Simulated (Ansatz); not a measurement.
`O[SiH]([SiH3])[GeH3]`, relaxed with RKS PBE-D4/def2-SVP in Ansatz 0.2.0 from a rough embedded geometry. The force threshold is 0.03 eV/Å; the program also tests the step.

Charge 0, multiplicity 1.

Start:

```xyz
12

O     0.715   -1.851   -0.670
Si   -0.310   -0.604   -0.329
Si   -0.479   -0.419    1.880
Ge    0.500    1.398   -1.223
H     0.755   -1.945   -1.693
H    -1.642   -0.868   -0.932
H    -1.431    0.734    2.186
H     0.784   -0.129    2.441
H    -1.095   -1.670    2.460
H     0.685    1.215   -2.717
H     1.942    1.607   -0.544
H    -0.424    2.533   -0.857
```

```json
{"step": "1", "energy (eV)": "-74418.2980", "largest force (eV/Å)": "2.131", "largest move (Å)": "0.000"}
{"step": "2", "energy (eV)": "-74418.6753", "largest force (eV/Å)": "0.852", "largest move (Å)": "0.181"}
{"step": "3", "energy (eV)": "-74418.7183", "largest force (eV/Å)": "0.239", "largest move (Å)": "0.050"}
{"step": "4", "energy (eV)": "-74418.7221", "largest force (eV/Å)": "0.179", "largest move (Å)": "0.065"}
{"step": "5", "energy (eV)": "-74418.7232", "largest force (eV/Å)": "0.193", "largest move (Å)": "0.054"}
{"step": "6", "energy (eV)": "-74418.7270", "largest force (eV/Å)": "0.020", "largest move (Å)": "0.035"}
```

End:

```xyz
12

O     0.674   -1.921   -0.700
Si   -0.351   -0.612   -0.372
Si   -0.531   -0.470    1.966
Ge    0.545    1.430   -1.270
H     0.853   -2.073   -1.645
H    -1.730   -0.808   -0.966
H    -1.454    0.677    2.291
H     0.814   -0.192    2.581
H    -1.097   -1.731    2.561
H     0.739    1.323   -2.809
H     1.932    1.740   -0.645
H    -0.393    2.637   -0.993
```

Hardware: 4 threads of an Arm Neoverse V1 on a shared host. Wall time 9.5 s, peak host memory 0.18 GiB.
